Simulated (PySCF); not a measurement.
**Two probes of the same atoms: core binding energy and nuclear shielding**

Species: C6H10OSi2.
Numbering: `[CH:1]#[C:2][C@@H:3]1[CH:4]=[CH:5][CH2:6][Si@@H:7]1[O:8][SiH3:9]`

Cartesian coordinates in Å at the PBE0-D3(BJ)/def2-SVP level; atoms count from 1:
```
atom  x, y, z in Å
C1    -1.4490    2.3817    0.9070
C2    -1.5943    1.4252    0.1752
C3    -1.7187    0.2609   -0.6796
C4    -2.4843   -0.8986   -0.0734
C5    -1.9889   -2.1373   -0.2057
C6    -0.6853   -2.3369   -0.9323
Si7   -0.0373   -0.5725   -1.0708
O8     1.0868   -0.2392    0.0891
Si9    1.5620    0.5160    1.4885
H10   -1.3287    3.2349    1.5477
H11   -2.1894    0.5663   -1.6352
H12   -3.4248   -0.7024    0.4507
H13   -2.5259   -2.9990    0.2060
H14   -0.8404   -2.7988   -1.9242
H15    0.0030   -3.0018   -0.3845
H16    0.5243   -0.1857   -2.3955
H17    0.5645    0.3053    2.5777
H18    1.7677    1.9762    1.2635
H19    2.8617   -0.0940    1.8981
```

Binding energies: delta-SCF UKS SCAN, pcX-2 on the ionised atom, pcseg-1 elsewhere, spin-free X2C in PySCF 2.14.0. Shieldings: GIAO PBE0/pcSseg-1, non-relativistic, same geometry.

| atom | C 1s (eV) |
| --- | --- |
| C1 | 289.81 |
| C2 | 290.49 |
| C3 | 290.87 |
| C4 | 290.27 |
| C5 | 290.33 |
| C6 | 290.24 |

What are the absolute isotropic shieldings of these atoms?

```
atom                  environment  C 1s (eV)  isotropic shielding (ppm)
  C1       terminal alkyne carbon     289.81                      107.5
  C6  sp3 carbon bound to silicon     290.24                      162.5
  C4             alkene CH carbon     290.27                       43.0
  C5             alkene CH carbon     290.33                       44.7
  C2                alkyne carbon     290.49                       97.8
  C3  sp3 carbon bound to silicon     290.87                      160.1
```

Among the listed atoms, is the one with the highest binding energy also the least shielded?

No. The highest binding energy is at C3 (290.87 eV, shielding 160.1 ppm), the lowest shielding at C4 (43.0 ppm, 290.27 eV).

Over these 6 sites the two quantities correlate at r = 0.29. By binding energy: C1 < C6 ≈ C4 < C5 < C2 < C3. By shielding: C4 < C5 < C2 < C1 < C3 < C6.

The unrestricted hole states depart most from a pure doublet (⟨S²⟩ = 0.75; over 0.85 named) for C 1s of C2 (0.87), which makes this value less certain. Geometry: PBE0-D3(BJ)/def2-SVP, one conformer, isolated molecule.
